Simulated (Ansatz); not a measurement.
Two isomers of C2H8FNSi: A = `N[SiH2]CCF`, B = `CN([SiH3])CF`.

Program: Ansatz. Geometries: PBE0-D4/def2-TZVP. ΔE: electronic, gas phase. CCSD(T)/CBS adds triple-zeta CCSD(T) − MP2 to the extrapolated MP2 energy (def2 sets, frozen cores). DFT in def2-TZVPP. One conformer a species, not always the lowest.

(1) Which is lower in electronic energy at CCSD(T)/CBS, and by how much? (An estimate is asked.)

(2) Give E(B) − E(A) in kcal/mol with PBE0-D4, HF/def2-TZVPP, r2SCAN-D4, PBE-D4, ωB97M-V, CCSD(T)/def2-TZVPP, MP2/def2-TZVPP. (An estimate is asked.)

Largest T1 diagnostic: 0.011.

Results:

(1) The calculation gave: A, by 17.7 kcal/mol.

(2) Ansatz gave: PBE0-D4 16.8, HF/def2-TZVPP 16.5, r2SCAN-D4 17.2, PBE-D4 15.8, ωB97M-V 17.2, CCSD(T)/def2-TZVPP 16.4, MP2/def2-TZVPP 17.1. None reverses the order clearly.

From PBE to PBE0 (25 % exact exchange), in def2-TZVPP and without D4, E(B) − E(A) moves by +0.9 kcal/mol. The D4 term adds −0.9 kcal/mol with B3LYP and −0.5 kcal/mol with PBE0; it sums over pairs of atoms, weighted by their polarisabilities, and B3LYP, whose exchange is more repulsive, gets the larger term.

B3LYP here is the variant with VWN-RPA as its local correlation; programs differ in this.
